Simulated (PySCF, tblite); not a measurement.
Species: C4H13N3Si2.
Structure used (GFN2-xTB), in Å, numbered top down from 1:
```
atom  x, y, z in Å
C1     4.5445    1.4790    0.4669
N2     3.6105    0.6001   -0.1472
C3     2.3778    0.8684   -0.1473
C4     1.4283   -0.0435   -0.7701
N5     0.1989    0.2131   -0.7584
Si6   -1.1946   -0.6060   -1.3544
N7    -2.2413   -0.7276    0.0249
C8    -2.3217    0.4209    0.9084
Si9   -3.4856   -1.9132    0.2330
H10    4.0883    2.3723    0.9147
H11    5.2743    1.7768   -0.2877
H12    5.0816    0.9178    1.2335
H13    1.9505    1.7713    0.3097
H14    1.8736   -0.9341   -1.2267
H15   -1.6908    0.3126   -2.3864
H16   -1.0209   -1.9642   -1.8639
H17   -1.3857    0.9729    0.8877
H18   -3.1288    1.0972    0.6100
H19   -2.5150    0.0949    1.9314
H20   -3.4757   -2.3033    1.6481
H21   -4.8064   -1.3562   -0.0953
H22   -3.1721   -3.0299   -0.6486
```

Method used: PBE0/pcSseg-1 in PySCF (dipole) on a GFN2-xTB geometry, gas phase.

Masses are those of the commonest isotopes; rigid-rotor values at the optimised geometry. The values belong to one conformer with, in the numbering `[CH3:1]/[N:2]=[CH:3]/[CH:4]=[N:5]/[SiH2:6][N:7]([CH3:8])[SiH3:9]`, N2–C3–C4–N5 179°, C4–N5–Si6–N7 126°, N5–Si6–N7–C8 40°.

(1) What are A, B and C (cm⁻¹)?

(2) Classify the top.

(3) Is it planar, by Δ = Ic − Ia − Ib?

(4) Give the other two planar moments, Paa and Pbb, and the rms extents of the mass along the axes.

(5) Which types of transition are allowed, and where do some lines up to J = 3 fall?

(6) Estimate the classical rotational partition function at 25 K, 100 K and 200 K.

Results:

(1) Ia = 148.44, Ib = 1356.50, Ic = 1413.29 u·Å²; 505379 MHz·u·Å²/I gives 3405, 372.6 and 357.6 MHz, that is A = 0.11356, B = 0.01243, C = 0.01193 cm⁻¹.

(2) A near-prolate asymmetric top. Ray's parameter κ = (2B − A − C)/(A − C) = -0.990; −1 is the prolate and +1 the oblate limit.

(3) Not planar: Δ = Ic − Ia − Ib = -91.65 u·Å². For a rigid frame Δ = −2 Σ m c², so Σ m c² = 45.82 u·Å² lies off the ab plane: 15.00 from hydrogen and 30.83 from heavier atoms. The atom farthest from that plane is 1.76 Å away.

(4) Paa = Σ m a² = (Ib + Ic − Ia)/2 = 1310.67 and Pbb = Σ m b² = (Ia + Ic − Ib)/2 = 102.62 u·Å². With the mass M = 159.06 u, the rms extents √(P/M) along a, b and c are 2.87, 0.80, 0.54 Å.

(5) The dipole components are |μa| = 1.50 D, |μb| = 0.97 D, |μc| = 0.26 D. The squared components, which scale the intensities, stand as 1.00 : 0.42 : 0.03 (a : b : c). Some lines, for components of 0.1 D or more:

| type | branch | J(Ka,Kc) | MHz | lower level (cm⁻¹) |
| --- | --- | --- | --- | --- |
| a | R | 1(0,1) ← 0(0,0) | 730 | 0.000 |
| a | R | 2(0,2) ← 1(0,1) | 1460 | 0.024 |
| a | R | 3(0,3) ← 2(0,2) | 2190 | 0.073 |
| c | Q | 3(1,3) ← 3(0,3) | 2995 | 0.146 |
| c | Q | 1(1,1) ← 1(0,1) | 3032 | 0.024 |
| b | Q | 1(1,0) ← 1(0,1) | 3047 | 0.024 |
| b | Q | 2(1,1) ← 2(0,2) | 3062 | 0.073 |
| b | Q | 3(1,2) ← 3(0,3) | 3085 | 0.146 |
| c | Q | 2(2,1) ← 2(1,1) | 9096 | 0.175 |
| b | Q | 2(2,0) ← 2(1,1) | 9096 | 0.175 |
| b | Q | 2(2,1) ← 2(1,2) | 9141 | 0.174 |
| b | Q | 3(2,2) ← 3(1,3) | 9163 | 0.246 |
| b | R | 2(2,1) ← 1(1,0) | 10571 | 0.126 |
| c | R | 2(2,0) ← 1(1,0) | 10571 | 0.126 |
| c | R | 2(2,1) ← 1(1,1) | 10586 | 0.125 |
| c | R | 3(2,2) ← 2(1,2) | 11331 | 0.174 |
| b | R | 3(2,1) ← 2(1,2) | 11332 | 0.174 |
| c | Q | 3(3,1) ← 3(2,1) | 15197 | 0.552 |
| b | Q | 3(3,0) ← 3(2,1) | 15197 | 0.552 |
| b | Q | 3(3,1) ← 3(2,2) | 15198 | 0.552 |
| b | R | 3(3,1) ← 2(2,0) | 17388 | 0.479 |
| b | R | 3(3,0) ← 2(2,1) | 17388 | 0.479 |

(6) Point group C1, symmetry number σ = 1; q = (√π/σ)·√((kT/h)³/(ABC)), k/h = 20836.6 MHz/K: 31300 at 25 K, 250000 at 100 K, 708000 at 200 K.

Its lowest GFN2-xTB frequency is 5 cm⁻¹, too small to tell a flat minimum from a shallow saddle. Zero-point vibration and centrifugal distortion are left out. A rigid rotor knows nothing of internal rotation, which can split or shift real lines. Quadrupole hyperfine structure (14N) is left out.
